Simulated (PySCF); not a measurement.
Isomers of C6H11B. Level of theory: PBE0-D3(BJ)/def2-SVP geometry optimisation, gas phase (PySCF). Energies are electronic, without zero-point or thermal terms, for one conformer each. No frequencies were run at this level. Point groups hold within 0.08 Å.

Question: Rank from lowest to highest electronic energy at this level (kcal/mol).
A. `[CH2:1]=[CH:2][BH:3][CH:4]1[CH2:5][CH2:6][CH2:7]1` with C1–C2–B3–C4 178°, C2–B3–C4–C5 134°, B3–C4–C5–C6 -145°, C4–C5–C6–C7 17°, C5–C6–C7–C4 -17°, B3–C4–C7–C6 143°
B. `[CH2:1]=[CH:2][B:3]1[CH2:4][CH2:5][CH2:6][CH2:7]1` with C1–C2–B3–C4 -5°, C2–B3–C4–C5 167°, B3–C4–C5–C6 31°, C4–C5–C6–C7 -39°, C5–C6–C7–B3 30°
C. `[BH2:1][C@H:2]1[CH2:3][CH2:4][C:5]12[CH2:6][CH2:7]2` with H–B1–C2–C3 -10° and 176°
D. `[CH3:1][B:2]([CH3:3])[C@H:4]1[C@@H:5]2[CH2:6][C@H:7]12` with C1–B2–C4–C5 -36°
E. `[BH2:1]/[C:2](=[CH:3]/[CH3:4])[C:5](=[CH2:6])[CH3:7]` with B1–C2–C5–C6 118°

Answer: B (0.0), D (29.5), E (31.8), A (31.8), C (42.4).

As drawn, the lowest has a C=C bond outside aromatic rings, which the highest lacks; the highest has a three-membered ring, a four-membered ring and a quaternary carbon, which the lowest lacks. Neighbours under 2.5 kcal/mol apart (CB(C)[C@H]1[C@@H]2C[C@@H]21 and B/C(=C/C)C(=C)C; B/C(=C/C)C(=C)C and C=CBC1CCC1) can change places with a better method, another conformer or zero-point energy.

```tsv
SMILES	E (Eh)	E rel (kcal/mol)	dipole (D)	point group	A, B, C (MHz)
C=CB1CCCC1	-259.60076	0.0	0.62	C1	5719, 1686, 1362
CB(C)[C@H]1[C@@H]2C[C@@H]21	-259.55368	29.5	0.72	–	5523, 1654, 1416
B/C(=C/C)C(=C)C	-259.55016	31.8	1.78	C1	3103, 2237, 1627
C=CBC1CCC1	-259.55015	31.8	0.67	C1	7595, 1261, 1146
B[C@H]1CCC12CC2	-259.53313	42.4	1.35	C1	4097, 2706, 2126
```
